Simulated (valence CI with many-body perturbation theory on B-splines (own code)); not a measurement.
**Hyperfine factors and g values of Nb⁹⁺**

Calculated by relativistic CI+MBPT: four valence electrons over a frozen Dirac-Fock core [Ar] 3d10, radial functions for each j: 11 s, 11 p, 9 d, 7 f, 5 g, 2 h, 1 i, with the one-electron correlation potential Σ1, the two-electron term Σ2, the three-electron term Σ3, Breit, model QED; selected CI, second order for the rest, scaled by the run's own slope (own B-spline code, finite nucleus).

No measured spectrum was set against this ion. As an estimate, levels hold to about 250 cm⁻¹ or 0.2 % of their energy and the worst to 1 %, as in measured heavy ions of charge 2 to 7; those with d or f electrons hold less well. Among the levels kept, up to 280 cm⁻¹ of a level comes from second order outside the variational space, and about a tenth of that is noise between levels of different J, which matters for small intervals.

A/g_I is the dipole constant over the nuclear g factor μ/I (μ in nuclear magnetons, uniformly magnetised nucleus), B/Q the quadrupole constant per barn. Both hold the static response of the core; the bare values leave it out. Large factors of s and p1/2 electrons are usually good to 5 to 10 %; those of open d and f shells near neutrality can be off by tens of per cent, and small factors of p3/2, d and f electrons come from cancelling terms and can be off by a factor of two or in sign, in half-filled shells by more. B is blank for J = 1/2, where it vanishes, and for nearly pure S terms. Energies count from the lowest level. Levels with J = 0 are left out.

Names give the largest LS component (configuration and term), which can be under half, so a name can repeat, a term be missing and a line seem to break the LS rules; names also repeat where a configuration has a term twice.

```tsv
Level	E (cm⁻¹)	g	A/g_I (MHz)	A/g_I bare	B/Q (MHz/b)	B/Q bare
4s2.4p2 3P_1	14242	1.501	-446	-525	3140	2870
4s2.4p2 3P_2	22830	1.363	6270	5750	-1510	-1390
4s2.4p2 1D_2	46802	1.137	4440	4120	7720	7070
4s.4p3 5S°_2	181790	1.979	18000	16700		
4s.4p3 3D°_1	228690	0.610	-10800	-10100	4050	3710
4s.4p3 3D°_2	229320	1.221	11300	10600	7030	6440
4s.4p3 3D°_3	234890	1.333	16300	15200	-545	-488
4s.4p3 3P°_1	261120	1.411	21200	19700	-4320	-3940
4s.4p3 3P°_2	263490	1.406	13500	12600	-6880	-6310
4s.4p3 1D°_2	291760	1.060	8680	8110	-1380	-1300
4s.4p3 3S°_1	308400	1.688	-6580	-6230	-37.6	-35.2
4s.4p3 1P°_1	334240	1.290	-3820	-3610	45.2	50.9
4s2.4p.4d 3F°_2	349660	0.682	5270	4970	4270	3840
4s2.4p.4d 3F°_3	358610	1.087	3150	2950	4380	3930
4s2.4p.4d 3F°_4	372350	1.250	1580	1450	7480	6750
4s2.4p.4d 3P°_2	381140	1.218	339	336	-629	-633
4s2.4p.4d 3D°_1	389840	0.934	-3420	-3170	999	893
4s2.4p.4d 1D°_2	396840	1.165	719	629	-258	-286
4s2.4p.4d 3P°_1	405010	1.081	2260	2130	-3390	-3080
4s2.4p.4d 3D°_3	406960	1.315	2680	2470	-3720	-3420
4s2.4p.4d 3D°_2	407950	1.269	2670	2490	-4390	-4000
4s2.4p.4d 1F°_3	436670	1.014	2330	2180	7080	6410
4s2.4p.4d 1P°_1	443300	0.984	-1230	-1120	913	809
4p4 3P_2	470440	1.400	3970	3700	1520	1390
4p4 3P_1	489040	1.499	1130	1070	-2310	-2110
4p4 1D_2	495600	1.099	6950	6480	-8420	-7710
4s.4p2.4d 5F_1	516350	0.067	-13800	-12800	-188	-204
4s.4p2.4d 5F_2	519070	1.051	3010	2830	1620	1440
4s.4p2.4d 5F_3	523680	1.288	6530	6100	2690	2390
4s.4p2.4d 5F_4	530710	1.365	7670	7150	2150	1870
4s.4p2.4d 5D_1	535420	1.449	10900	10100	-3450	-3120
4s.4p2.4d 5D_2	536710	1.429	10400	9690	-4250	-3860
4s.4p2.4d 5D_3	538620	1.427	10600	9920	-3530	-3230
4s.4p2.4d 5F_5	539160	1.393	9340	8700	-5140	-4800
```

**Question.** Take the isotope of mass number 93, with I = 9/2, μ = 6.163 μN and Q = -0.32 b. What is the hyperfine structure of 4s2.4p2 3P_1?

**Answer.** From the table A = -610 MHz, B = -1000 MHz. Shifts from the centre of gravity in MHz: F = 7/2: 2900, F = 9/2: 1280, F = 11/2: -3000.
